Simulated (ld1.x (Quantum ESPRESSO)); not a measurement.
Varying the TM potential for sulfur

Base potential:

```json
{
 "Element": "sulfur",
 "Generator": "ld1.x (Quantum ESPRESSO) 7.5",
 "Type": "norm-conserving Troullier–Martins (Kleinman–Bylander form)",
 "Functional": "PBE",
 "Relativity": "scalar-relativistic",
 "Frozen core": "[Ne]",
 "Valence charge": "6",
 "Reference configuration": "3s2 3p4",
 "Partial waves": "3s (bound): rc 1.35 bohr; 3p (bound): rc 1.40 bohr; 3d channel at 0.1 Ry: rc 1.10 bohr",
 "Local potential": "the d channel",
 "Core correction": "none"
}
```

Cutoffs, loose and tight: the cutoffs (Ry, on a coarse ladder) from which the occupation-weighted sum of valence levels, in a spherical-Bessel basis at the reference potential, stays within 10 and 1 mRy of its value at 400 Ry. They do not see the model core or the augmentation charge, which bear on the density cutoff. Test errors are all-electron minus pseudo excitation energies from the reference, over the configurations 3s2 3p3; 3s2 3p2; 3s2 3p1; 3s1 3p5; 3s0 3p6; 3s1 3p4; 3s2 3p3.5. A dash means not determined; rows that change the core or the reference have their own tests. The largest error is taken over the tests solved by every variant that gives reliable tests at all: 3s0 3p6; 3s1 3p4; 3s1 3p5; 3s2 3p3; 3s2 3p3.5.

A true bound ghost makes a file unfit for plane-wave use even where its test errors are small: the radial tests pick states by their node count and pass the ghost by. Where a test does run into it, the solver fails or the error is huge.

```csv
change,outcome,"cutoff, loose","cutoff, tight",bound ghosts,largest test error (meV)
base,generated,25 Ry,70 Ry,s,-3.7
core correction a·sin(br)/r model core inside 0.40 bohr,generated,25 Ry,70 Ry,s,-5.1
core correction a·sin(br)/r model core inside 0.52 bohr,generated,25 Ry,70 Ry,s,-5.1
core correction a·sin(br)/r model core inside 0.72 bohr,generated,25 Ry,70 Ry,s,-5.1
core correction a·sin(br)/r model core inside 0.88 bohr,generated,25 Ry,70 Ry,s,-4.9
core correction a·sin(br)/r model core inside 1.10 bohr,generated,25 Ry,70 Ry,s,-4.6
core correction a·sin(br)/r model core inside 1.32 bohr,generated,25 Ry,70 Ry,s,-3.2
```
